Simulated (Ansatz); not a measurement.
**Molecular dynamics of CH5ClO2Si2**

The input (input.yaml):

```yaml
crystal:
  periodic: [false, false, false]
  atoms:
    - { symbol: O, position_ang: [-2.117956, -0.461102, 0.814934] }
    - { symbol: C, position_ang: [-1.495575, 0.609599, 1.073383] }
    - { symbol: Si, position_ang: [0.227045, 1.179718, 0.32372] }
    - { symbol: Cl, position_ang: [1.640402, 0.94689, 1.931653] }
    - { symbol: O, position_ang: [0.777031, 0.414036, -1.081396] }
    - { symbol: Si, position_ang: [0.699056, -1.323012, -1.171566] }
    - { symbol: H, position_ang: [-1.929494, 1.370507, 1.807662] }
    - { symbol: H, position_ang: [0.199152, 2.612678, 0.017308] }
    - { symbol: H, position_ang: [1.64772, -1.687954, -2.218474] }
    - { symbol: H, position_ang: [1.064715, -1.973988, 0.087603] }
    - { symbol: H, position_ang: [-0.646997, -1.744271, -1.564128] }
basis:
  gaussian: { orbitals: STO-3G }
hamiltonian:
  xc: revpbe
md:
  timestep: 0.5
  n_steps: 267
  ensemble: nvt_langevin
  temperature: 400.0
  initial_velocities: maxwell_boltzmann
  seed: 813183
  friction: 1.0
```

Command:

```bash
$ ansatz run input.yaml --threads 1 --pin off --max-ram 2048MiB --backend cpu --events-out ev --progress --plain --runs-dir out
```

It starts from a relaxed structure.

Output, in part (one step line in 9, the closing report, with atoms numbered from 0):

```
md step     0: t =     0.00 fs  T =   363.6 K  F+E_penalty+E_count = -33096.72944813 eV  E_kin = 0.517040 eV  (24 SCF iters)
md step     9: t =     4.50 fs  T =   311.7 K  F+E_penalty+E_count = -33096.59276254 eV  E_kin = 0.443139 eV  (30 SCF iters)
md step    18: t =     9.00 fs  T =   429.1 K  F+E_penalty+E_count = -33096.45223883 eV  E_kin = 0.610172 eV  (29 SCF iters)
md step    27: t =    13.50 fs  T =   416.3 K  F+E_penalty+E_count = -33096.36267448 eV  E_kin = 0.591931 eV  (29 SCF iters)
md step    36: t =    18.00 fs  T =   513.4 K  F+E_penalty+E_count = -33096.49223542 eV  E_kin = 0.729966 eV  (29 SCF iters)
md step    45: t =    22.50 fs  T =   517.0 K  F+E_penalty+E_count = -33096.39139621 eV  E_kin = 0.735062 eV  (29 SCF iters)
md step    54: t =    27.00 fs  T =   436.7 K  F+E_penalty+E_count = -33096.42948974 eV  E_kin = 0.620933 eV  (29 SCF iters)
md step    63: t =    31.50 fs  T =   366.0 K  F+E_penalty+E_count = -33096.34216453 eV  E_kin = 0.520343 eV  (28 SCF iters)
md step    72: t =    36.00 fs  T =   338.7 K  F+E_penalty+E_count = -33096.42961899 eV  E_kin = 0.481533 eV  (29 SCF iters)
md step    81: t =    40.50 fs  T =   338.3 K  F+E_penalty+E_count = -33096.35880751 eV  E_kin = 0.481057 eV  (30 SCF iters)
md step    90: t =    45.00 fs  T =   438.8 K  F+E_penalty+E_count = -33096.32197071 eV  E_kin = 0.623931 eV  (23 SCF iters)
md step    99: t =    49.50 fs  T =   404.5 K  F+E_penalty+E_count = -33096.33040300 eV  E_kin = 0.575212 eV  (27 SCF iters)
md step   108: t =    54.00 fs  T =   520.2 K  F+E_penalty+E_count = -33096.35311660 eV  E_kin = 0.739716 eV  (27 SCF iters)
md step   117: t =    58.50 fs  T =   404.4 K  F+E_penalty+E_count = -33096.34809681 eV  E_kin = 0.575056 eV  (28 SCF iters)
md step   126: t =    63.00 fs  T =   336.1 K  F+E_penalty+E_count = -33096.40013290 eV  E_kin = 0.477917 eV  (28 SCF iters)
md step   135: t =    67.50 fs  T =   324.8 K  F+E_penalty+E_count = -33096.45842461 eV  E_kin = 0.461837 eV  (29 SCF iters)
md step   144: t =    72.00 fs  T =   444.2 K  F+E_penalty+E_count = -33096.28785746 eV  E_kin = 0.631623 eV  (29 SCF iters)
md step   153: t =    76.50 fs  T =   556.1 K  F+E_penalty+E_count = -33096.41147775 eV  E_kin = 0.790711 eV  (29 SCF iters)
md step   162: t =    81.00 fs  T =   410.4 K  F+E_penalty+E_count = -33096.36283648 eV  E_kin = 0.583524 eV  (29 SCF iters)
md step   171: t =    85.50 fs  T =   504.1 K  F+E_penalty+E_count = -33096.28321027 eV  E_kin = 0.716767 eV  (29 SCF iters)
md step   180: t =    90.00 fs  T =   427.5 K  F+E_penalty+E_count = -33096.26963263 eV  E_kin = 0.607788 eV  (29 SCF iters)
md step   189: t =    94.50 fs  T =   420.4 K  F+E_penalty+E_count = -33096.37984776 eV  E_kin = 0.597683 eV  (30 SCF iters)
md step   198: t =    99.00 fs  T =   284.2 K  F+E_penalty+E_count = -33096.53510491 eV  E_kin = 0.404070 eV  (24 SCF iters)
md step   207: t =   103.50 fs  T =   483.9 K  F+E_penalty+E_count = -33096.35659189 eV  E_kin = 0.688033 eV  (30 SCF iters)
md step   216: t =   108.00 fs  T =   207.0 K  F+E_penalty+E_count = -33096.20589838 eV  E_kin = 0.294301 eV  (28 SCF iters)
md step   225: t =   112.50 fs  T =   559.3 K  F+E_penalty+E_count = -33096.34677593 eV  E_kin = 0.795293 eV  (29 SCF iters)
md step   234: t =   117.00 fs  T =   402.1 K  F+E_penalty+E_count = -33096.26297860 eV  E_kin = 0.571705 eV  (25 SCF iters)
md step   243: t =   121.50 fs  T =   405.7 K  F+E_penalty+E_count = -33096.01029424 eV  E_kin = 0.576910 eV  (29 SCF iters)
md step   252: t =   126.00 fs  T =   345.9 K  F+E_penalty+E_count = -33096.11811748 eV  E_kin = 0.491879 eV  (26 SCF iters)
md step   261: t =   130.50 fs  T =   223.9 K  F+E_penalty+E_count = -33096.15266684 eV  E_kin = 0.318394 eV  (28 SCF iters)
md step   267: t =   133.50 fs  T =   432.0 K  F+E_penalty+E_count = -33096.16329785 eV  E_kin = 0.614251 eV  (25 SCF iters)
Total energy: -33096.16332784 eV, -1216.2615689131 hartree
Atom 0 at    -2.085580    -0.499105     0.791414 Å, force     1.786458     2.830421     1.423321 eV/Å
Atom 1 at    -1.438516     0.580858     1.213377 Å, force    -2.504947    -2.719707    -1.597039 eV/Å
Atom 2 at     0.201997     1.203950     0.364865 Å, force    -0.871745     0.929445    -0.514948 eV/Å
Atom 3 at     1.596238     1.109180     1.941709 Å, force     0.787048    -0.047949     0.539994 eV/Å
Atom 4 at     0.702519     0.381207    -1.042350 Å, force     0.311383    -0.152664     0.336303 eV/Å
Atom 5 at     0.718552    -1.391184    -1.207152 Å, force    -0.250826     1.645938    -2.477621 eV/Å
Atom 6 at    -1.977325     1.279250     1.967106 Å, force     0.621934    -0.351389    -0.281143 eV/Å
Atom 7 at    -0.004944     2.703816     0.082731 Å, force     0.397292    -1.495138    -0.062376 eV/Å
Atom 8 at     1.753035    -1.682191    -2.315223 Å, force    -1.197615     0.395886     1.194965 eV/Å
Atom 9 at     1.094538    -2.145455    -0.066646 Å, force     0.075425    -0.556622     1.085019 eV/Å
Atom 10 at    -0.680154    -1.607040    -1.709744 Å, force     0.845593    -0.478222     0.353524 eV/Å
Dipole moment:    -0.196839    -0.082164    -0.394929 e Å
```

All steps were run. A run of 0.13 ps of so small a system gives no equilibrium averages. The friction is so strong that the motion is overdamped, so the time scale means little. Limits of this set-up: minimal basis.

The same pairs are bonded in the first frame and the last. Pairs count as bonded within 1.25 times the sum of covalent radii (0.12 Å more for H–H).

Last frame:

```xyz
11
Properties=species:S:1:pos:R:3
O -2.086 -0.499 0.791
C -1.438 0.581 1.213
Si 0.202 1.204 0.365
Cl 1.596 1.109 1.942
O 0.703 0.381 -1.042
Si 0.719 -1.391 -1.207
H -1.977 1.279 1.967
H -0.005 2.704 0.083
H 1.753 -1.682 -2.315
H 1.095 -2.146 -0.067
H -0.680 -1.607 -1.710
```

Time of the run: 10 min on 1 CPU thread of a shared host.
